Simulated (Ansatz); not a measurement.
Start from `B1C[Se]1` and change one element to get `B1C[Te]1`.

Ansatz, PBE0-D4/def2-TZVP geometries, multiplicity 1. 

Elements past krypton have def2 core potentials. Outer-core shells of Se, Te are correlated without core-valence functions. Scalar relativity is left out up to krypton. Spin–orbit coupling is left out.

```
                                            property  `B1C[Se]1`
               HOMO–LUMO gap (B3LYP/def2-TZVPP) / eV        5.38
vertical ionisation energy (CCSD(T)/def2-TZVPP) / eV        9.50
                HOMO–LUMO gap (PBE0/def2-TZVPP) / eV        5.80
                 LUMO energy (B3LYP/def2-TZVPP) / eV       -1.59
  size of the dipole moment (ωB97M-V/def2-TZVPP) / D        1.10
      zero-point energy (PBE0-D4/def2-TZVP) / kJ/mol       101.6
```

Question: Give the same properties after the change, and the shifts. (Estimate.)

Answer: Computed: 
| property | `B1C[Te]1` | shift |
| --- | --- | --- |
| HOMO–LUMO gap (B3LYP/def2-TZVPP) / eV | 4.53 | -0.85 |
| vertical ionisation energy (CCSD(T)/def2-TZVPP) / eV | 8.70 | -0.80 |
| HOMO–LUMO gap (PBE0/def2-TZVPP) / eV | 4.92 | -0.88 |
| LUMO energy (B3LYP/def2-TZVPP) / eV | -1.82 | -0.23 |
| size of the dipole moment (ωB97M-V/def2-TZVPP) / D | 1.02 | -0.08 |
| zero-point energy (PBE0-D4/def2-TZVP) / kJ/mol | 99.0 | -2.6 |

With PBE0 the HOMO rises by 0.63 eV and the LUMO falls by 0.25 eV, so the gap narrows by about 0.88 eV. PBE moves the HOMO by 0.51 eV and ωB97M-V by 0.73 eV. Dipoles are sizes alone; their direction can turn.

B3LYP here is the variant with VWN-RPA as its local correlation; programs differ in this.
